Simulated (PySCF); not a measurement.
B2(mu-H)2(Me)4, C4H14B2, singlet, GFN2-xTB optimised geometry.

```
20

B     -0.49    -0.79     0.00
B      0.49     0.78     0.00
H      0.00     0.00     0.96
C     -2.09    -0.79     0.00
H     -2.48    -1.30    -0.87
H     -2.52     0.21     0.00
H     -2.48    -1.31     0.87
C      0.23    -2.22     0.00
H     -0.06    -2.81    -0.87
H     -0.05    -2.81     0.87
H      1.32    -2.16     0.00
H      0.00     0.00    -0.96
C     -0.23     2.22     0.00
H      0.05     2.80    -0.87
H      0.06     2.81     0.87
H     -1.32     2.16     0.01
C      2.09     0.78     0.00
H      2.48     1.31    -0.87
H      2.52    -0.21     0.00
H      2.48     1.30     0.87
```

Density from CAM-B3LYP/def2-SVP run with PySCF at that geometry.

Minimum of the electron density along straight lines between bonded atoms, close to the bond critical point (lines longer than 1.1 times the sum of covalent radii, or with two minima, are not listed):

| bond | length / Å | ρ at the minimum / e bohr⁻³ | ∇²ρ there / e bohr⁻⁵ | position (fraction from the first atom) |
|---|---|---|---|---|
| B1–B2 | 1.846 | 0.104 | 0.01 | 0.50 |
| B1–C4 | 1.603 | 0.175 | -0.18 | 0.32 |
| C4–H5 | 1.089 | 0.271 | -0.97 | 0.62 |
| C4–H6 | 1.087 | 0.273 | -0.98 | 0.62 |
| C4–H7 | 1.089 | 0.271 | -0.97 | 0.62 |
| B1–C8 | 1.603 | 0.175 | -0.18 | 0.32 |
| C8–H9 | 1.089 | 0.271 | -0.97 | 0.62 |
| C8–H10 | 1.089 | 0.271 | -0.97 | 0.62 |
| C8–H11 | 1.087 | 0.273 | -0.98 | 0.62 |
| B2–C13 | 1.603 | 0.175 | -0.18 | 0.32 |
| C13–H14 | 1.089 | 0.271 | -0.97 | 0.62 |
| C13–H15 | 1.089 | 0.271 | -0.97 | 0.62 |
| C13–H16 | 1.087 | 0.273 | -0.98 | 0.62 |
| B2–C17 | 1.603 | 0.175 | -0.18 | 0.32 |
| C17–H18 | 1.089 | 0.271 | -0.97 | 0.62 |
| C17–H19 | 1.087 | 0.273 | -0.98 | 0.62 |
| C17–H20 | 1.089 | 0.271 | -0.97 | 0.62 |
